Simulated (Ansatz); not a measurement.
`[SiH3][GeH2][GaH2]`, charge 0, multiplicity 1.

Give a relaxed structure at PBE0-D4/def2-TZVP (Ansatz 0.2.0). (An estimate is asked.)

Computed: 
```xyz
10

Si   -1.1440    0.4562    1.3210
Ge    0.0959    0.6859   -0.7022
Ga    1.4562   -1.2994   -1.0925
H    -1.9784    1.6581    1.5866
H    -0.2132    0.2594    2.4649
H    -2.0340   -0.7330    1.2348
H     0.9567    1.9596   -0.5792
H    -0.9148    0.9242   -1.8425
H     0.8661   -2.5188   -1.8891
H     2.9095   -1.3920   -0.5020
```
Point group Cs.
This is one stationary point; other conformers may exist.
